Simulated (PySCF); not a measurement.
Al(Me)(OMe)(NH2) (C₂H₈AlNO), SMILES C[O][Al]([CH3])[NH2].

Geometry optimised at PBE-D3(BJ)/def2-SVP. Other conformers were not sampled.

Vertical ionisation energy (IE) and electron affinity (EA) in eV. Rows of orbital energies are one-electron estimates. Where ΔSCF, EOM or ADC give a negative EA the extra electron is unbound and the value depends on the basis.

```csv
level,IE,EA
"−ε(HOMO), −ε(LUMO), ωB97X/def2-TZVP (PySCF)",___,___
"−ε(HOMO), −ε(LUMO), PBE/def2-TZVP (PySCF)",5.73,0.67
```

Q: Complete the blanks. (An estimate is asked for; the answer gives what the named calculation found.)

A: 
- −ε(HOMO), −ε(LUMO), ωB97X/def2-TZVP (PySCF), IE: 9.66
- −ε(HOMO), −ε(LUMO), ωB97X/def2-TZVP (PySCF), EA: -2.01
